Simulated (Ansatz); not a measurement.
Geometry optimisation, RKS PBE0/def2-SVP (Ansatz).

Input file:

```yaml
crystal:
  periodic: [false, false, false]
  atoms:
    - { symbol: B, position_ang: [-0.129025, 0.563493, -0.440779] }
    - { symbol: "N", position_ang: [-0.076333, -0.075588, 2.23664] }
    - { symbol: H, position_ang: [-0.69599, -0.878901, 2.340479] }
    - { symbol: H, position_ang: [0.364855, 0.071103, 3.145116] }
    - { symbol: "N", position_ang: [1.168557, 0.294137, -0.862585] }
    - { symbol: H, position_ang: [1.442248, -0.633804, -1.15662] }
    - { symbol: H, position_ang: [1.935774, 0.941595, -0.745245] }
    - { symbol: Cl, position_ang: [-1.398259, -0.664145, -0.734068] }
    - { symbol: P, position_ang: [-0.722278, 2.33707, -0.002961] }
    - { symbol: H, position_ang: [-1.724911, 1.998779, 0.950635] }
    - { symbol: H, position_ang: [0.279386, 2.683893, 0.95479] }
    - { symbol: H, position_ang: [-0.700824, 0.736768, 2.081298] }
basis:
  gaussian: { orbitals: def2-SVP }
hamiltonian:
  xc: pbe0
relax:
  f_tol: 0.03
  max_steps: 50
```

Command:

```bash
$ ansatz run input.yaml --threads 4 --pin off --max-ram 5120MiB --backend cpu --events-out ev --progress --plain --runs-dir out
```

Q: Where does it end, and by what steps?

A: The run converged. The force dipped under the threshold on the way, but the program's further checks kept it going. After 40 steps the energy has fallen by 0.180 eV; H12 moved furthest, 1.92 Å.

| step | energy less start (eV) | largest force component (eV/Å) | accepted |
| --- | --- | --- | --- |
| 0 | 0.0000 | 0.647 | yes |
| 2 | -0.0820 | 0.500 | yes |
| 4 | -0.0968 | 0.353 | yes |
| 6 | -0.1067 | 0.233 | yes |
| 8 | -0.1125 | 0.404 | yes |
| 10 | -0.1240 | 0.115 | yes |
| 12 | -0.0983 | 0.985 | no |
| 14 | -0.1321 | 0.127 | yes |
| 16 | -0.1346 | 0.181 | yes |
| 18 | -0.1363 | 0.066 | yes |
| 20 | -0.1388 | 0.041 | yes |
| 22 | -0.1401 | 0.040 | yes |
| 24 | -0.1435 | 0.251 | yes |
| 26 | -0.1542 | 0.377 | yes |
| 28 | -0.1661 | 0.350 | yes |
| 30 | -0.1740 | 0.295 | yes |
| 32 | -0.1723 | 0.222 | no |
| 34 | -0.1784 | 0.053 | yes |
| 36 | -0.1797 | 0.020 | yes |
| 38 | -0.1801 | 0.046 | yes |
| 40 | -0.1804 | 0.020 | yes |

```xyz
12
Properties=species:S:1:pos:R:3
B 0.144 0.547 -0.710
N -0.824 0.153 3.107
H -0.868 -0.530 2.350
H -0.135 -0.199 3.770
N 1.235 0.514 -1.575
H 1.572 -0.344 -1.993
H 1.748 1.343 -1.844
Cl -0.650 -1.018 -0.338
P -0.647 2.156 -0.012
H -0.664 1.726 1.352
H 0.557 2.920 0.078
H -1.725 0.108 3.582
```

Whether the end is a true minimum wasn't checked by a vibrational analysis.

Run time: 78 s on 4 threads of Arm Neoverse V1 (shared host), peak memory 0.27 GiB.
